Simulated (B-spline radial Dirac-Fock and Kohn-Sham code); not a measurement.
**The L2-M45M45 Auger spectrum of Rb⁶⁺**

System: rubidium as Rb⁶⁺, configuration [Ar] 3d10 4s2 4p1.

Method: ΔSCF Dirac-Fock with Breit, self-energy and vacuum polarisation, finite nucleus, configuration average. Computed with a radial atomic solver. The two-hole levels come from diagonalising the Coulomb interaction among the jj configurations; intensities are independent-particle Coulomb rates. Kinetic energies are from the vacuum level. Electron correlation is not included. Open outer shells are spectators and are not coupled to the holes.

```
kinetic energy (eV)  J  leading jj holes (weight)  leading LS term (weight)  intensity (%)
             1497.7  0                M4M4 (0.54)                ¹S0 (0.98)            2.0
             1507.4  4                M4M5 (0.86)                ¹G4 (0.99)           64.8
             1508.5  2                M4M5 (0.59)                ³P2 (0.55)            7.9
             1508.6  0                M5M5 (0.54)                ³P0 (0.98)            0.2
             1508.7  1                M4M5 (1.00)                ³P1 (1.00)            1.1
             1510.3  2                M5M5 (0.72)                ¹D2 (0.48)            8.2
             1513.0  2                M4M4 (0.40)                ³F2 (0.90)            3.0
             1513.6  3                M4M5 (1.00)                ³F3 (1.00)            8.5
             1514.9  4                M5M5 (0.86)                ³F4 (0.99)            4.4
```

The strongest line, by its leading LS label ¹G4, lies at 1507.4 eV. The mean weight of the leading component is 0.73 in jj and 0.87 in LS coupling, so LS labels describe these levels better.

Run: 37 s of CPU time on 1 thread of Intel(R) Xeon(R) Platinum 8488C (shared host), peak memory 0.41 GiB.
